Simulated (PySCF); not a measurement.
Gas-phase reaction: 2 GeH3F → GeF2 + H2 + GeH4

Method: PySCF energies (xtb for GFN2) plus ideal-gas RRHO corrections (1 bar). † marks an energy on the PBE0/def2-TZVP geometry and frequencies; other levels use their own. MP2 and CCSD(T) freeze the core. 6-31G* has spherical d functions here. All species are closed-shell singlets. B3LYP is the form with VWN-RPA correlation. Ge: all electrons, no relativistic terms. MP2 isn't extrapolated to the basis-set limit; its ΔH°(298 K) is 42.1 kJ in def2-SVP and 36.0 kJ in def2-TZVPP. CCSD(T) isn't extrapolated to the basis-set limit; its ΔH°(298 K) is 34.4 kJ in def2-SVP and 33.0 kJ in def2-TZVPP. The harmonic model lacks anharmonicity and excited electronic states, which grow with temperature; levels with a mode under 35 cm⁻¹ are left out.

```tsv
level	ΔE electronic, kJ	ΔH°(298 K), kJ	ΔS°(298 K), J/K	ΔG°(1600 K), kJ
B3LYP/6-31G*	-1	-12	115	-202
B3LYP/def2-TZVP†	11	0	115	-190
BLYP/def2-TZVP†	-14	-25	115	-214
CCSD(T)/def2-SVP†	45	34	115	-155
GFN2-xTB	-66	-73	116	-259
MP2/def2-SVP†	53	42	115	-147
PBE/def2-SVP	21	10	116	-179
PBE0/def2-QZVP†	36	25	115	-164
PBE0/def2-SVP†	47	36	115	-153
ωB97M-V/def2-TZVP†	22	11	115	-178
ωB97X-V/def2-TZVP†	40	29	115	-161
```
ΔH° is lowest at GFN2-xTB and highest at MP2/def2-SVP†. No reference value is set beside these.
